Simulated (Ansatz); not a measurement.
C7H18AgOP (`CC[P+](CC)(CC)[Ag-][O]C`). The species carries charge 0 and has multiplicity 1. Ag: def2 effective core potential. Geometry: relaxed with PBE0-D4/def2-TZVP. It is one conformer, not always the lowest.

```xyz
28

C     1.744    2.439   -0.051
C     1.663    1.132    0.724
P     0.200    0.130    0.271
C    -1.193    1.020    1.056
C    -2.516    0.285    0.913
C     0.385   -1.409    1.246
C     0.486   -1.260    2.755
Ag   -0.061   -0.240   -1.981
O    -0.295   -0.435   -3.952
C    -0.354   -1.647   -4.614
H     2.654    2.983    0.209
H     0.897    3.093    0.168
H     1.754    2.257   -1.128
H     2.538    0.511    0.511
H     1.653    1.318    1.802
H    -1.248    1.995    0.564
H    -0.952    1.207    2.108
H    -2.742    0.086   -0.137
H    -2.505   -0.673    1.439
H    -3.333    0.878    1.328
H    -0.460   -2.047    0.972
H     1.271   -1.908    0.840
H    -0.410   -0.800    3.178
H     1.344   -0.653    3.048
H     0.602   -2.239    3.226
H    -0.490   -1.479   -5.695
H     0.562   -2.257   -4.509
H    -1.194   -2.289   -4.293
```

(1) What is the dipole moment at PBE/def2-TZVPP? (An estimate is asked.)

(2) And with r2SCAN, B3LYP, ωB97M-V? (An estimate is asked.)

(3) Give the Mulliken charges with PBE, r2SCAN, B3LYP in def2-TZVPP. (Estimate.)

## Answers

(1) Ansatz gave: 8.16 D, with components (0.87, 0.82, 8.07) D in this frame, pointing from negative to positive charge.

(2) The calculation gave: r2SCAN 8.45 D, B3LYP 8.60 D, ωB97M-V 8.81 D.

(3) The calculation gave: 
| atom | PBE | r2SCAN | B3LYP |
| --- | --- | --- | --- |
| C1 | -0.27 | -0.18 | -0.28 |
| C2 | -0.16 | -0.12 | -0.19 |
| P3 | 0.50 | 0.51 | 0.55 |
| C4 | -0.16 | -0.12 | -0.19 |
| C5 | -0.28 | -0.18 | -0.28 |
| C6 | -0.18 | -0.13 | -0.21 |
| C7 | -0.27 | -0.17 | -0.27 |
| Ag8 | -0.15 | -0.05 | -0.06 |
| O9 | -0.52 | -0.61 | -0.60 |
| C10 | -0.06 | 0.10 | -0.03 |
| H11 | 0.09 | 0.05 | 0.09 |
| H12 | 0.09 | 0.05 | 0.08 |
| H13 | 0.11 | 0.07 | 0.11 |
| H14 | 0.10 | 0.07 | 0.10 |
| H15 | 0.08 | 0.06 | 0.09 |
| H16 | 0.10 | 0.07 | 0.11 |
| H17 | 0.08 | 0.06 | 0.09 |
| H18 | 0.11 | 0.07 | 0.11 |
| H19 | 0.08 | 0.05 | 0.09 |
| H20 | 0.09 | 0.05 | 0.09 |
| H21 | 0.10 | 0.07 | 0.10 |
| H22 | 0.10 | 0.07 | 0.10 |
| H23 | 0.08 | 0.05 | 0.08 |
| H24 | 0.09 | 0.06 | 0.09 |
| H25 | 0.10 | 0.06 | 0.10 |
| H26 | 0.06 | 0.01 | 0.06 |
| H27 | 0.05 | 0.01 | 0.04 |
| H28 | 0.05 | 0.01 | 0.04 |

B3LYP here is the variant with VWN-RPA as its local correlation; programs differ in this.
